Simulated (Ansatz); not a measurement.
Ansatz (an electronic-structure program) input for Cl2HMoO2, SMILES [O]=[Mo]([OH])([Cl])[Cl] (connectivity only; charge and spin as stated), neutral, multiplicity 2, PBE/def2-TZVPD. Coordinates come from a r2SCAN-D4/def2-SVP optimisation. The spin state was assumed, not searched. The def2 effective core potentials stand for the cores of Mo; spin–orbit coupling is left out. One conformer was computed; it need not be the lowest.

Ansatz 0.2 input:
```yaml
crystal:
  periodic: [false, false, false]
  atoms:
    - {symbol: Mo, position_ang: [0.10346327, 0.36381775, -0.00000000]}
    - {symbol: O, position_ang: [1.66359153, 0.95040972, -0.00000001]}
    - {symbol: O, position_ang: [-1.29878854, 1.58734335, -0.00000000]}
    - {symbol: H, position_ang: [-2.25518569, 1.41304552, 0.00000001]}
    - {symbol: Cl, position_ang: [-0.14731458, -1.08810046, -1.74192831]}
    - {symbol: Cl, position_ang: [-0.14731457, -1.08810045, 1.74192831]}
basis:
  gaussian:
    orbitals: def2-TZVPD
hamiltonian:
  xc: {name: PBE}
magnetization: {spin_polarized: true, initial_magnetization: 1}
```

Log of the run:

```
WARN ansatz: RAYON_NUM_THREADS=2 ignored (pool sized by the plan → 2); use --threads N
Functional definition: PBE
integrals: 0.19 GiB planned
1287 factors; their error is unknown
mean field: 1.34 GiB planned
mean field evaluation 1: about -30991.8535 eV, gradient 6.6e1 eV
mean field evaluation 2: about -30720.8750 eV, gradient 2.3e2 eV
mean field evaluation 4: about -30994.3398 eV, gradient 5.3e1 eV
mean field evaluation 8: about -31006.4070 eV, gradient 1.5e0 eV
mean field evaluation 16: about -31006.4004 eV, gradient 2.9e-3 eV
mean field evaluation 32: about -31005.6066 eV, gradient 8.1e-1 eV
mean field -31006.40043048 eV, -1139.4641989269 hartree, gradient 1.0e-5 eV, S^2 0.753381; 3 other end points of the search recorded, 0 dependent functions left out
reference -31006.40050911 eV, -1139.4642018167 hartree; 33, 32 occupied and 188, 189 virtual orbitals, 1287 factors
Total energy: -31006.40050911 eV, -1139.4642018167 hartree
```

The run converged.
